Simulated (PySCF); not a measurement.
**Stationary points of SeO2I2**

These are results of PBE0/[Se def2-SVP, O def2-SVP, I def2-SVP with ECP28], scalar-relativistic core potentials, density fitting, no spin–orbit coupling, PySCF, not measurements.

Relaxations began from a few typed shapes. The search is not exhaustive: other isomers or separated fragments can lie lower, and high-lying points may rest on an excited occupation.

```json
{"spin": "singlet", "group": "C2v", "bonds": "Se–I 2.583 Å (×2), Se–O 1.596 Å (×2)", "angles": "I–Se–I 102.7°, I–Se–O 107.8° (×4), O–Se–O 121.4°", "imaginary modes (cm⁻¹)": "none", "ΔE (kJ/mol)": "0.0", "ΔE with ZPE (kJ/mol)": "0.0"}
{"spin": "singlet", "group": "D2h", "bonds": "Se–I 2.643 Å (×2), Se–O 1.629 Å (×2)", "angles": "I–Se–I 180.0°, I–Se–O 90.0° (×4), O–Se–O 180.0°", "imaginary modes (cm⁻¹)": "157i", "ΔE (kJ/mol)": "215.4", "ΔE with ZPE (kJ/mol)": "–"}
{"spin": "singlet", "group": "C2v", "bonds": "Se–I 2.840 Å (×2), Se–O 1.611 Å (×2)", "angles": "I–Se–I 84.1°, I–Se–O 83.6° (×2), I–Se–O 167.7° (×2), O–Se–O 108.7°", "imaginary modes (cm⁻¹)": "143i", "ΔE (kJ/mol)": "221.2", "ΔE with ZPE (kJ/mol)": "–"}
```

The lowest minimum found is the singlet C2v: Se–I 2.583 Å (×2), Se–O 1.596 Å (×2); I–Se–I 102.7°, I–Se–O 107.8° (×4), O–Se–O 121.4°.

Counting electrons, selenium keeps none of its valence electrons outside its bonds, so the VSEPR class is AX4 and the expected shape is tetrahedral; with unlike ligands the computed point group is C2v.
